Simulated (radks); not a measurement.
Results of a calculation; reference values are marked as such.
Charge is removed step by step from the 2s down level of the chromium ion Cr3+, starting from [He] 2s(up 1, down 1) 2p6 3s2 3p6 3d3. Level of theory: non-relativistic Kohn-Sham, PBE, spin-polarised, spherical densities, point nucleus; open shells are filled with parallel spins first (a radial shooting solver on a logarithmic mesh with Libxc functionals).

| removed (e) | E - E(0) (eV) | eigenvalue (eV) | E minus straight line (eV) |
|---|---|---|---|
| 0 | 0.000 | -697.35 | 0.000 |
| 0.125 | 87.540 | -703.29 | -2.634 |
| 0.25 | 175.82 | -709.27 | -4.522 |
| 0.375 | 264.86 | -715.28 | -5.662 |
| 0.5 | 354.65 | -721.32 | -6.048 |
| 0.625 | 445.19 | -727.38 | -5.678 |
| 0.75 | 536.49 | -733.47 | -4.548 |
| 0.875 | 628.56 | -739.58 | -2.656 |
| 1 | 721.39 | -745.70 | 0.000 |

Removing the whole electron costs 721.39 eV by Delta-SCF, against 697.35 eV from minus the eigenvalue at the starting occupation. Slater's transition state (half an electron removed) gives 721.32 eV. Integrating minus the eigenvalue over the occupation (Janak's theorem) gives 721.39 eV. The mean slope of the eigenvalue, de/dn, is 48.4 eV per electron.
